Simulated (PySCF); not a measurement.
Successive ionisation energies of cadmium

Calculated with PySCF 2.14, two-component X2C-1e (Gaussian nucleus, no Breit or QED terms), each ion in its own even-tempered basis; GMP2 freezes the deep shells of the larger ions and drops the highest virtual spinors; eV.

```csv
ion,configuration,GHF (screened spin-orbit),GMP2 (screened spin-orbit),NIST,kind
Cd(12+),[Kr],304.99,306.03,305 ± 3,theoretical
Cd(13+),[Ar] 3d10 4s2 4p5,329.78,330.93,329 ± 3,theoretical
Cd(14+),[Ar] 3d10 4s2 4p4,357.41,358.38,358 ± 3,theoretical
Cd(15+),[Ar] 3d10 4s2 4p3,385.60,386.07,385 ± 3,theoretical
Cd(16+),[Ar] 3d10 4s2 4p2,418.34,419.91,421 ± 3,theoretical
Cd(17+),[Ar] 3d10 4s2 4p1,448.25,448.97,452.6 ± 0.3,semi-empirical
Cd(18+),[Ar] 3d10 4s2,511.98,514.35,513 ± 3,theoretical
Cd(19+),[Ar] 3d10 4s1,541.99,543.12,546.19 ± 0.17,semi-empirical
Cd(20+),[Ar] 3d10,963.71,965.17,963 ± 4,theoretical
Cd(21+),[Ar] 3d9,1026.9,1028.3,1026 ± 4,theoretical
Cd(22+),[Ar] 3d8,1095.9,1097.1,1095 ± 4,theoretical
Cd(23+),[Ar] 3d7,1168.1,1169.1,1167 ± 4,theoretical
```

Q: Where is the largest relative jump?

A: From Cd(19+) to Cd(20+): 543.12 to 965.17 eV, where the electron removed from [Ar] 3d10 comes from a deeper shell or subshell.
